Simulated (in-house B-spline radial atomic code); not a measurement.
A calculation on Zr⁷⁺: its settings, and results tabulated from the run. Computed with a B-spline radial code for spherical atoms: non-relativistic BP86, spin-polarised, spherical fractional occupations, point nucleus.

Command:
```bash
python run_scf.py task.json out
```
Settings:
```
Z                40
configuration    [Ar] 3d10 4s2 4p3
hamiltonian      nr
method           b88,p86
spin_polarised   True
```

Output (hartree, bohr):
```
 radial grid: 47 intervals, B-splines of order 8, outer radius 13.5065 bohr

 iter        energy (Eh)    residual
    1       -3518.433421    6.93e-01
    2       -3524.295278    5.45e-01
    3       -3527.618156    1.09e-01
    4       -3527.762159    2.02e-02
    5       -3527.765815    1.25e-02
    6       -3527.767740    6.17e-04
    7       -3527.767743    3.88e-05
    8       -3527.767743    1.44e-06
    9       -3527.767743    5.03e-08

 total energy                     -3527.76774
 kinetic                            3526.2122
 electron-nucleus                  -8272.6798
 Hartree                            1328.3113
 exchange-correlation               -109.6115

 orbital      occ     eigenvalue          <r>       <r^2>       <1/r>     <1/r^2>     <1/r^3>       r_max
 1s up      1.000      -644.3580    0.0381417   0.0019472      39.492     3133.33           -     0.02522
 1s down    1.000      -644.3389    0.0381409  0.00194713     39.4926     3133.42           -     0.02522
 2s up      1.000       -91.3092     0.167316   0.0329208     8.86487      320.14           -      0.1413
 2s down    1.000       -91.2982      0.16731   0.0329172     8.86481     320.119           -      0.1413
 2p up      3.000       -84.0260     0.143642   0.0251584      8.8551     106.579     1965.97      0.1113
 2p down    3.000       -84.0078     0.143647   0.0251592     8.85458     106.565     1965.62      0.1113
 3s up      1.000       -18.1375     0.469053    0.251966     3.04123      56.826           -      0.4183
 3s down    1.000       -18.1139     0.468738    0.251503     3.04186     56.8215           -      0.4184
 3p up      3.000       -15.3998      0.46572    0.252422     2.94548     18.6024     314.217      0.4062
 3p down    3.000       -15.3731     0.465249    0.251742      2.9469     18.6124     314.368      0.4064
 3d up      5.000       -10.4106     0.448624    0.242644     2.75476     9.67917     45.3038      0.3462
 3d down    5.000       -10.3820     0.447417    0.240966     2.75898     9.70184     45.4295      0.3462
 4s up      1.000        -5.4321      1.14945     1.48237      1.1778     10.9742           -       1.064
 4s down    1.000        -5.2571      1.15025     1.48762     1.18054     11.0706           -       1.059
 4p up      3.000        -4.6125      1.22172     1.68301     1.09547     3.51511     54.0448       1.122
```

Time taken, with all properties: 0.15 s on 1 thread of Arm Neoverse V1, on a shared host.
